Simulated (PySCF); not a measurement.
Spectroscopy problems

In vacuum, single conformer, rapidly exchanging positions averaged, non-relativistic. Shielding tensors at PBE0/pcSseg-1 (GIAO); coordinates at the GFN2-xTB level; PySCF.

Shifts are taken against calculated references (same method and geometry level): ¹H (σ = 31.72 ppm), ¹³C (σ = 186.93 ppm) vs TMS. Splittings of carbon signals by F and P are missing where no couplings were computed. Where no couplings were computed, multiplicities follow the n + 1 count of equivalent neighbours, and m marks all less simple cases (inequivalent or close neighbours, rings, F or P nearby). Acid and N–H amide carbonyl carbons lie up to 10 ppm further downfield in solution (hydrogen bonding). Shifts are as computed. Against solution values, carbons near 30 ppm lie about +3 ppm off and those near 130 ppm about +5 ppm. Of 1309 compounds with measured shifts, 239 miss one by over three times the rms of a fit or turn the order of signals round; such compounds aren't used in these exercises. OH and NH positions are gas-phase values without hydrogen bonding to other molecules.

Question: C$_{7}$H$_{10}$F$_{2}$. ¹H NMR (300 MHz, computed): δ 5.43 (m, 1H), 2.82 (m, 1H), 2.38 (m, 1H), 2.28 (m, 1H), 2.16 (m, 1H), 1.81 (m, 1H), 1.81 (m, 1H), 1.43 (m, 3H). ¹³C{¹H} NMR (computed): δ 168.2 (C), 107.7 (CH), 95.4 (C), 42.6 (CH2), 37.3 (CH2), 25.2 (CH3), 24.1 (CH2). Identify the compound.

Answer: SMILES C[C@@]1(F)CCC=C(F)C1. Rings plus π bonds: 2 (1 ring in the answer). 7 carbon signals for 7 carbons: no two carbons are equivalent. Carbon types of the structure: 2 × C, 1 × CH, 3 × CH2, 1 × CH3, which accounts for all hydrogens. δC 168.2: fully substituted alkene carbon. δC 107.7: alkene CH; the olefinic region. δC 95.4: fully substituted sp3 carbon bonded to F; the inductive effect lowers its shielding. δC 25.2: methyl carbon; saturated and bonded to C and H only.

This is the structure that produced the data.

Question: C$_{4}$H$_{9}$NOSi$_{2}$. ¹H NMR (300 MHz, computed): δ 5.47 (br s, 1H), 5.28 (m, 1H), 4.02 (s, 3H), 1.87 (d, 1H), 0.54 (d, 3H). ¹³C{¹H} NMR (computed): δ 190.5 (C), 102.5 (CH), 90.4 (C), 0.2 (CH3). What is it?

Answer: SMILES C#C[Si@@H](C)NC(=O)[SiH3]. The formula gives 3 degrees of unsaturation (no ring in the answer). 4 carbon signals for 4 carbons: no two carbons are equivalent. Carbon types of the structure: 2 × C, 1 × CH, 1 × CH3, leaving 5 H on heteroatoms. δC 190.5: carbonyl carbon. δC 102.5: terminal alkyne carbon; the triple bond shields along its axis, which puts it between sp3 and sp2 carbons. δC 90.4: alkyne carbon; the triple bond shields along its axis, which puts it between sp3 and sp2 carbons. δH 0.54: hydrogen on a methyl carbon bonded to Si; an electropositive neighbour shields it, as in TMS itself.

The shifts were computed for this structure.
